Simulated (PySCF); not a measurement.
**Correlation energy of Re (rhenium, neutral)**

[Xe] 4f14 5d5 6s2, high-spin 6S determinant. Computed with PySCF 2.14 in def2-QZVPPD with the def2 core potential (60 electrons), with scalar relativity through the core potential. Frozen: 5s2 5p6; 7 electrons correlated.

MP2 pair energies summed by pair of shells (mhartree):

```json
{"pair": "5d-6s", "energy": "-55.91", "share (%)": "43.1"}
{"pair": "5d-5d", "energy": "-55.49", "share (%)": "42.8"}
{"pair": "6s-6s", "energy": "-18.24", "share (%)": "14.1"}
```

Total MP2 correlation energy: -129.64 mhartree.

Same-spin part -76.91 and opposite-spin part -52.73 mhartree; SCS-MP2 scales them by 1/3 and 6/5 to -88.91 mhartree.
